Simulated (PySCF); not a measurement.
A structure optimised at B3LYP-D3(BJ)/def2-SVP, used in a PySCF frequency run:

```xyz
10

C     -1.6677    -0.2705    -0.4876
Si    -0.3598     0.7329     0.4059
C      1.3399    -0.1582     0.1454
O      1.4194    -1.1836    -0.4945
H     -1.6896    -1.2968    -0.0892
H     -2.6702     0.1713    -0.3791
H     -1.4247    -0.3338    -1.5596
H     -0.2333     2.1247    -0.1242
H     -0.6053     0.8262     1.8775
H      2.2717     0.2894     0.6005
```
Charge 0, spin multiplicity 1.

**Question.** Write its SMILES and formula.

**Answer.** C[SiH2]C=O, C2H6OSi

**Question.** What are its rotational constants (standard atomic weights)?

**Answer.** 9.7633, 4.0405, 3.0122 GHz
